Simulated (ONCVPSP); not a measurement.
# Building the ONCV potential for Pt (PBEsol, scalar-relativistic).

```json
{
 "Element": "platinum (Pt)",
 "Generator": "ONCVPSP 4.0.1",
 "Type": "optimised norm-conserving Vanderbilt (ONCV)",
 "Functional": "PBEsol",
 "Relativity": "scalar-relativistic",
 "Frozen core": "[Kr] 4d10",
 "Valence charge": "32",
 "Reference configuration": "4f14 5s2 5p6 5d9 6p1",
 "Partial waves": "5s: rc 1.00 bohr, ncon 5, nbas 8, qcut 5.3 1/bohr, 2 projectors, debl 0.9 Ha; 5p+6p: rc 2.15 bohr, ncon 4, nbas 8, qcut 6.7 1/bohr, 2 projectors; 5d: rc 1.35 bohr, ncon 4, nbas 6, qcut 8.5 1/bohr, 3 projectors, debl 1.9 Ha; 4f: rc 0.50 bohr, ncon 3, nbas 7, qcut 20.9 1/bohr, 1 projector",
 "Local potential": "polynomial inside 0.40 bohr (lpopt 5, dvloc0 2 Ha)",
 "Core correction": "none"
}
```

In the s channel the program set the typed energies aside and used -3.820, 0.250 Ha.

All-electron outer shells of the reference configuration (PBEsol, scalar-relativistic, ld1.x):

| shell | level (eV) | outermost node (bohr) | outermost maximum (bohr) |
| --- | --- | --- | --- |
| 4d | -308.71 | 0.20 | 0.42 |
| 5s | -103.94 | 0.49 | 0.87 |
| 4f | -72.17 | – | 0.38 |
| 5p | -58.12 | 0.53 | 0.98 |
| 5d | -8.14 | 0.57 | 1.26 |
| 6p | -1.82 | 1.36 | 3.42 |

Calculated quality:

- Ghost test: ghosts flagged at negative energy: s at -1875.6 eV, p at -1049.3 eV, d at -19.3 eV; GHOST(+) flagged for s at 47.5 eV; a true bound ghost makes a file unfit for plane-wave use
- Largest excitation error: -4.1 meV (all-electron minus pseudo) for 4f14 5s2 5p6 5d8 6p0, out of 4 test configurations

Generation and tests took about 4.4 s on one core of a shared server CPU.
